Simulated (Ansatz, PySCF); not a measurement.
This PySCF input computes a PBE/def2-TZVPD energy:

```python
from pyscf import gto, scf, dft

mol = gto.M(
    atom='''
    Al   -0.00000000   -0.00000000   -1.32719352
    Cl    0.00000000    0.00000000    1.01491269
    ''',
    basis='def2-tzvpd',
    charge=-1,
    spin=1,
    symmetry='C2v',
    verbose=4,
)

mf = dft.UKS(mol, xc='pbe').density_fit(auxbasis='def2-universal-jkfit')
mf.grids.level = 3
mf.conv_tol = 1e-9
mf.max_cycle = 100
mf.max_memory = 1500
mf.kernel()
if not mf.converged:
    mf = mf.newton()
    mf.kernel(mf.make_rdm1())
mf.analyze()
```

Question: Write an input for the same energy in Ansatz (a program for electronic structure) and say what it gives.

Answer: 
Ansatz 0.2 input:
```yaml
crystal:
  periodic: [false, false, false]
  atoms:
    - {symbol: Al, position_ang: [-0.00000000, -0.00000000, -1.32719352]}
    - {symbol: Cl, position_ang: [0.00000000, 0.00000000, 1.01491269]}
basis:
  gaussian:
    orbitals: def2-TZVPD
hamiltonian:
  xc: {name: PBE}
total_charge: -1
magnetization: {spin_polarized: true, initial_magnetization: 1}
output: {forces: true}
```
It gives -702.38448 Eh, and PySCF -702.38451 Eh, a difference of 0.03 mEh, from the treatment of integrals and grids.
